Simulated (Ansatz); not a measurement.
BF3, singlet, at a GFN2-xTB geometry; SVWN5/STO-3G (Ansatz, a first-principles code).

Input for Ansatz:
Ansatz 0.2 input:
```yaml
crystal:
  periodic: [false, false, false]
  atoms:
    - {symbol: B, position_ang: [-0.00000000, 0.00000000, -0.00000000]}
    - {symbol: F, position_ang: [-0.00659779, 1.30036204, -0.00088081]}
    - {symbol: F, position_ang: [1.12944220, -0.64446528, 0.00325160]}
    - {symbol: F, position_ang: [-1.12284440, -0.65589676, -0.00237079]}
basis:
  gaussian:
    orbitals: STO-3G
    final_grid: {core_spheres: 6, valence_spheres: 12, degree: 29}
hamiltonian:
  xc: {name: SVWN5}
```

**Question.** What does Ansatz print? Leave out banner, timings and long lists.

**Answer.** 
```
Functional definition: SVWN5
283 factors; integrals over basis functions are off by at most 3.2e-5 eV
mean field evaluation 1: about -8644.0197 eV, gradient 1.1e1 eV
mean field evaluation 2: about -8643.9028 eV, gradient 1.4e1 eV
mean field evaluation 4: about -8644.4479 eV, gradient 2.9e-1 eV
mean field evaluation 8: about -8644.3987 eV, gradient 2.9e-4 eV
mean field -8644.39872643 eV, -317.6757938126 hartree, gradient 1.5e-5 eV, S^2 0.000000; 0 other end points of the search recorded, 0 dependent functions left out
reference -8644.39873654 eV, -317.6757941839 hartree; 16, 16 occupied and 4, 4 virtual orbitals, 283 factors
Total energy: -8644.39873654 eV, -317.6757941839 hartree
```
